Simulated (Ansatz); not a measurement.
Reaction (formal exchange of groups at the Si–C bond): `C=C[SiH2]C=N` + `N=C[SiH2]N` → `N=C[SiH2][SiH2]N` + `C=CC=N`

Program: Ansatz. Geometries: PBE0-D4/def2-TZVP. ΔE: electronic, gas phase. CBS: MP2 limit from def2 TZ/QZ plus the TZ coupled-cluster correction, frozen cores. Functionals use def2-TZVPP. One conformer a species, not always the lowest.

```
             level  ΔE (kcal/mol)  difference from CCSD(T)/CBS
            PBE-D4           -5.0                         -4.2
           ωB97X-V           -1.5                         -0.7
            B2PLYP           -0.6                          0.2
     HF/def2-TZVPP            2.3                          3.1
    MP2/def2-TZVPP           -0.3                          0.5
   CCSD/def2-TZVPP           -0.4                          0.4
     HF/def2-QZVPP            2.6                          3.4
SCS-MP2/def2-QZVPP            0.8                          1.6
      HF/CBS(def2)            2.7                          3.5
     MP2/CBS(def2)           -0.1                          0.7
       CCSD(T)/CBS           -0.8                            0
```

Largest T1 diagnostic among the species: 0.013.

In def2-TZVPP, CCSD(T) changes the Hartree–Fock value by −3.4 kcal/mol (the triples alone add −0.7 kcal/mol) and MP2 by −2.7 kcal/mol. From PBE to PBE0 (25 % exact exchange), in def2-TZVPP and without D4, ΔE moves by +0.9 kcal/mol.
